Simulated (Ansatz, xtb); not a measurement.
The molecule NiF, multiplicity 2 (the spin of the measured ground state). No spin–orbit coupling. Ni is treated without relativity.

Seven points along R, fitted to fifth degree in 1/R; most abundant isotopes. In def2 and cc sets the state is the lowest found near the PBE0 minimum, followed along R.

Programs: Ansatz (a program for electronic structure) with Gaussian orbitals; xtb for the GFN methods. Values without a source in brackets are computed. The GFN methods have no spin term and hold the electronic entropy of 300 K.

```json
[
 {"level": "GFN1-xTB", "r_e (Å)": "1.695", "ω_e (cm⁻¹)": "567", "B_e (cm⁻¹)": "0.410", "ω_e x_e (cm⁻¹)": "1.8", "D_e (eV)": "-", "dipole (D)": "-"},
 {"level": "GFN2-xTB", "r_e (Å)": "1.740", "ω_e (cm⁻¹)": "564", "B_e (cm⁻¹)": "0.389", "ω_e x_e (cm⁻¹)": "1.7", "D_e (eV)": "-", "dipole (D)": "-"},
 {"level": "SVWN5/def2-TZVPP", "r_e (Å)": "1.695", "ω_e (cm⁻¹)": "685", "B_e (cm⁻¹)": "0.410", "ω_e x_e (cm⁻¹)": "3.9", "D_e (eV)": "5.57", "dipole (D)": "3.90"},
 {"level": "PBE/def2-TZVPP", "r_e (Å)": "1.738", "ω_e (cm⁻¹)": "632", "B_e (cm⁻¹)": "0.390", "ω_e x_e (cm⁻¹)": "3.7", "D_e (eV)": "4.66", "dipole (D)": "4.07"},
 {"level": "r2SCAN/def2-TZVPP", "r_e (Å)": "1.729", "ω_e (cm⁻¹)": "654", "B_e (cm⁻¹)": "0.394", "ω_e x_e (cm⁻¹)": "3.7", "D_e (eV)": "4.48", "dipole (D)": "4.18"},
 {"level": "B97M-V/def2-TZVPP", "r_e (Å)": "1.744", "ω_e (cm⁻¹)": "659", "B_e (cm⁻¹)": "0.387", "ω_e x_e (cm⁻¹)": "3.9", "D_e (eV)": "4.24", "dipole (D)": "4.17"},
 {"level": "B3LYP/def2-TZVPP", "r_e (Å)": "1.772", "ω_e (cm⁻¹)": "608", "B_e (cm⁻¹)": "0.375", "ω_e x_e (cm⁻¹)": "3.4", "D_e (eV)": "4.23", "dipole (D)": "5.02"},
 {"level": "PBE0/def2-TZVPP", "r_e (Å)": "1.767", "ω_e (cm⁻¹)": "613", "B_e (cm⁻¹)": "0.377", "ω_e x_e (cm⁻¹)": "3.2", "D_e (eV)": "4.17", "dipole (D)": "5.17"},
 {"level": "BHLYP/def2-TZVPP", "r_e (Å)": "1.786", "ω_e (cm⁻¹)": "612", "B_e (cm⁻¹)": "0.369", "ω_e x_e (cm⁻¹)": "3.2", "D_e (eV)": "3.61", "dipole (D)": "5.78"},
 {"level": "CAM-B3LYP/def2-TZVPP", "r_e (Å)": "1.764", "ω_e (cm⁻¹)": "624", "B_e (cm⁻¹)": "0.379", "ω_e x_e (cm⁻¹)": "3.2", "D_e (eV)": "4.40", "dipole (D)": "5.20"},
 {"level": "wB97X-V/def2-TZVPP", "r_e (Å)": "1.772", "ω_e (cm⁻¹)": "616", "B_e (cm⁻¹)": "0.375", "ω_e x_e (cm⁻¹)": "3.1", "D_e (eV)": "4.52", "dipole (D)": "5.31"},
 {"level": "wB97M-V/def2-TZVPP", "r_e (Å)": "1.774", "ω_e (cm⁻¹)": "612", "B_e (cm⁻¹)": "0.374", "ω_e x_e (cm⁻¹)": "3.1", "D_e (eV)": "4.48", "dipole (D)": "5.31"},
 {"level": "CCSD/def2-TZVPP", "r_e (Å)": "1.780", "ω_e (cm⁻¹)": "609", "B_e (cm⁻¹)": "0.372", "ω_e x_e (cm⁻¹)": "3.0", "D_e (eV)": "4.17", "dipole (D)": "-"},
 {"level": "CCSD(T)/def2-TZVPP", "r_e (Å)": "1.775", "ω_e (cm⁻¹)": "611", "B_e (cm⁻¹)": "0.374", "ω_e x_e (cm⁻¹)": "3.1", "D_e (eV)": "4.27", "dipole (D)": "-"}
]
```

D_e counts from each atom's lowest state at the same level, without counterpoise or zero-point energy.

Correlated levels freeze the inner cores; with def2 sets outer-core shells near the valence are correlated too.

Doubts at one or more of the structures used: a spin-contaminated determinant (r2SCAN/def2-TZVPP, B97M-V/def2-TZVPP).

Measured for the ground state: D_0 4.519 ± 0.061 eV (a handbook's tabulated 298 K bond energy less 3RT/2; such tables hold older values) [Luo, bond dissociation energies, CRC Handbook].
